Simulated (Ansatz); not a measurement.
Stepwise reaction of `[SiH3][SiH2]B1C[SiH2]1` with hydrogen, as a gas-phase model of exchange steps in deposition or etching. ΔE in kJ/mol; ΔG adds harmonic PBE0-D4 terms to CCSD(T)/CBS, at 1 bar.

Calculated with Ansatz (gas phase, PBE0-D4/def2-TZVP geometries, no zero-point term in ΔE). CBS: MP2 limit from def2 TZ/QZ plus the TZ coupled-cluster correction, frozen cores. This one scheme is used for every species. Functionals use def2-TZVPP. B3LYP here is the variant with VWN-RPA as its local correlation; programs differ in this. Each species was taken in one conformer, which may not be the lowest.

```tsv
step	reaction	PBE-D4	B3LYP-D4	ωB97M-V	CCSD(T)/CBS	ΔG(600 K)
1	`[SiH3][SiH2]B1C[SiH2]1` + H₂ → `[SiH3]B1C[SiH2]1` + SiH₄	3.1	-12.7	-17.1	-11.5	-10.8
```

(1) Give the row of step 2, `[SiH3]B1C[SiH2]1` + H₂ → `B1C[SiH2]1` + SiH₄. (Best estimate.)

(2) By hand: ΔE of the 2 steps together at CCSD(T)/CBS.

Answers

(1) The calculation gave: 
| step | reaction | PBE-D4 | B3LYP-D4 | ωB97M-V | CCSD(T)/CBS | ΔG(600 K) |
| --- | --- | --- | --- | --- | --- | --- |
| 2 | `[SiH3]B1C[SiH2]1` + H₂ → `B1C[SiH2]1` + SiH₄ | -6.5 | -19.0 | -22.3 | -16.5 | -13.1 |

(2) (-11.5) + (-16.5) = -28.0 kJ/mol, or -14.0 kJ/mol a step.

In ΔE each step is lower than the one before. All are downhill at CCSD(T)/CBS. ΔG lies between -13.1 and -10.8 kJ/mol a step. PBE-D4 differs from CCSD(T)/CBS by 10.0 to 14.6 kJ/mol a step. Only this route is followed, and other bonds may react first. Isolated molecules leave out the surface, adducts and barriers. Largest T1 diagnostic: 0.015.
